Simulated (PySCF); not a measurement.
disulfane (H2S2), SMILES SS. Coordinates come from a B3LYP-D3(BJ)/def2-TZVP optimisation.

PySCF with TDA-PBE/def2-TZVPD puts the lowest singlet excitations at 4.45, 4.46, 5.51, 5.55, 6.08, 6.09 eV and the lowest triplet (TDA) at 3.75 eV.

Problem. What are the lowest singlet roots from EOM-CCSD/aug-cc-pVDZ run with PySCF? (An estimate is asked for; the answer gives what the named calculation found.)

Solution. 4.95, 4.96, 5.99, 6.03, 6.94, 6.94 eV; triplets 4.28, 4.35, 5.71 eV. S1 differs by 0.50 eV (second minus first; roots are paired by order, and the bases may differ).
